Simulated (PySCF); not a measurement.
C3H10AlFSi, singlet, at a GFN2-xTB geometry (such geometries of metal compounds can be far from the true shape), with bond 12-6 at 1.8 times its length; CASSCF(2,2)/STO-3G in PySCF.

The PySCF input:
```python
from pyscf import gto, scf, mcscf
import numpy

mol = gto.M(
    atom='''
Al   -0.360793    1.565408   -0.665129
F     0.819580    2.709663   -0.847474
H    -1.722153    2.127953   -1.165507
Si   -0.065644   -0.683859    0.244762
C    -1.749278   -1.606658    0.185873
C     0.528199   -0.679448    2.077176
C     1.204446   -1.730676   -0.755910
H    -1.684897   -2.612739    0.589174
H    -2.500930   -1.068838    0.756415
H    -2.109796   -1.681936   -0.835922
H    -0.207626   -0.206370    2.721799
H     2.198684    0.321643    2.258380
H     0.703411   -1.682552    2.455494
H     2.164170   -1.223516   -0.805087
H     0.862753   -1.882674   -1.776177
H     1.371726   -2.708596   -0.313593
''',
    basis='sto-3g',
    charge=0,
    spin=0,
    verbose=4,
)

mf = scf.RHF(mol)
mf.kernel()
mc = mcscf.CASSCF(mf, 2, 2)
mc.kernel()
occ = numpy.linalg.eigvalsh(mc.fcisolver.make_rdm1(mc.ci, mc.ncas, mc.nelecas))[::-1]
ss = mc.fcisolver.spin_square(mc.ci, mc.ncas, mc.nelecas)[0]
print('natural occupations', occ.round(4), ' <S^2>', round(ss, 4))
```

What the program printed (banner, timings and long lists left out):

```
PySCF version 2.14.0

[INPUT] verbose = 4
[INPUT] num. atoms = 16
[INPUT] num. electrons = 64
[INPUT] charge = 0
[INPUT] spin (= nelec alpha-beta = 2S) = 0
[INPUT] symmetry False subgroup None
[INPUT] Mole.unit = angstrom
[INPUT] Symbol           X                Y                Z      unit          X                Y                Z       unit  Magmom
[...]
nuclear repulsion = 343.487260106424
number of shells = 32
number of NR pGTOs = 144
number of NR cGTOs = 48
basis = sto-3g
ecp = {}

******** <class 'pyscf.scf.hf.RHF'> ********
method = RHF
initial guess = minao
damping factor = 0
level_shift factor = 0
DIIS = <class 'pyscf.scf.diis.CDIIS'>
diis_start_cycle = 1
diis_space = 8
diis_damp = 0
SCF conv_tol = 1e-09
SCF conv_tol_grad = None
SCF max_cycles = 50
direct_scf = True
direct_scf_tol = 1e-13
Set gradient conv threshold to 3.16228e-05
Initial guess from minao.
init E= -740.074075620789
[...]
cycle= 1 E= -740.479893115387  delta_E= -0.406  |g|= 0.406  |ddm|= 4.32
[...]
cycle= 2 E= -740.570123155564  delta_E= -0.0902  |g|= 0.104  |ddm|= 0.919
[...]
cycle= 3 E= -740.575689281086  delta_E= -0.00557  |g|= 0.031  |ddm|= 0.204
[...]
cycle= 4 E= -740.576365216881  delta_E= -0.000676  |g|= 0.00722  |ddm|= 0.0864
[...]
cycle= 5 E= -740.576400022254  delta_E= -3.48e-05  |g|= 0.00332  |ddm|= 0.0162
[...]
cycle= 6 E= -740.576408587235  delta_E= -8.56e-06  |g|= 0.000861  |ddm|= 0.00861
[...]
cycle= 7 E= -740.576409327884  delta_E= -7.41e-07  |g|= 0.000142  |ddm|= 0.00294
[...]
cycle= 8 E= -740.576409345538  delta_E= -1.77e-08  |g|= 3.39e-05  |ddm|= 0.000406
[...]
cycle= 9 E= -740.576409346565  delta_E= -1.03e-09  |g|= 6.65e-06  |ddm|= 0.000101
[...]
cycle= 10 E= -740.576409346608  delta_E= -4.3e-11  |g|= 1.62e-06  |ddm|= 2.22e-05
[...]
Extra cycle  E= -740.576409346615  delta_E= -7.28e-12  |g|= 7.75e-07  |ddm|= 3.74e-06
converged SCF energy = -740.576409346615

******** <class 'pyscf.mcscf.mc1step.CASSCF'> ********
CAS (1e+1e, 2o), ncore = 31, nvir = 15
max_cycle_macro = 50
max_cycle_micro = 4
conv_tol = 1e-07
conv_tol_grad = None
orbital rotation max_stepsize = 0.02
orbital rotation threshold for CI restart = 0.01
augmented hessian ah_max_cycle = 30
augmented hessian ah_conv_tol = 1e-12
augmented hessian ah_linear dependence = 1e-14
augmented hessian ah_level shift = 1e-08
augmented hessian ah_start_tol = 2.5
augmented hessian ah_start_cycle = 3
augmented hessian ah_grad_trust_region = 3
kf_trust_region = 3
kf_interval = 4
ci_response_space = 4
ci_grad_trust_region = 3
with_dep4 0
natorb = False
canonicalization = True
sorting_mo_energy = False
ao2mo_level = 2
internal_rotation = False
******** <class 'pyscf.fci.direct_spin1.FCISolver'> ********
max. cycles = 50
conv_tol = 1e-08
davidson only = False
linear dependence = 1e-12
level shift = 0.001
max iter space = 12
nroots = 1
pspace_size = 400
spin = None
CASCI E = -740.577638933126  S^2 = 0.0000000
Set conv_tol_grad to 0.000316228
macro iter   1 ( 21 JK    4 micro), CASSCF E = -740.588368826328  dE = -1.07298932e-02  S^2 = 0.0000000
               |grad[o]|=0.00613  |grad[c]|=0.0233  |ddm|=0.024  |maxRot[o]|=0.297
macro iter   2 ( 21 JK    4 micro), CASSCF E = -740.624802259742  dE = -3.64334334e-02  S^2 = 0.0000000
               |grad[o]|=0.0333  |grad[c]|=0.031  |ddm|=0.131  |maxRot[o]|=0.313
macro iter   3 ( 21 JK    4 micro), CASSCF E = -740.657659285175  dE = -3.28570254e-02  S^2 = 0.0000000
               |grad[o]|=0.0655  |grad[c]|=0.0307  |ddm|=0.117  |maxRot[o]|=0.314
macro iter   4 ( 13 JK    4 micro), CASSCF E = -740.661954400704  dE = -4.29511553e-03  S^2 = 0.0000000
               |grad[o]|=0.0307  |grad[c]|=0.00847  |ddm|=0.00774  |maxRot[o]|=0.129
macro iter   5 (  6 JK    2 micro), CASSCF E = -740.662006395262  dE = -5.19945582e-05  S^2 = 0.0000000
               |grad[o]|=0.00318  |grad[c]|=0.00012  |ddm|=0.000183  |maxRot[o]|=0.0154
macro iter   6 (  3 JK    1 micro), CASSCF E = -740.662006396776  dE = -1.51408130e-09  S^2 = 0.0000000
               |grad[o]|=3.23e-05  |grad[c]|=1.73e-06  |ddm|=4.03e-06  |maxRot[o]|=4.09e-05
1-step CASSCF converged in   6 macro ( 85 JK  19 micro) steps
CASSCF canonicalization
Density matrix diagonal elements [1.72494623 0.27505377]
CASSCF energy = -740.662006396776
CASCI E = -740.662006396776  E(CI) = -1.20436177326258  S^2 = 0.0000000
natural occupations [1.7253 0.2747]  <S^2> 0.0
```
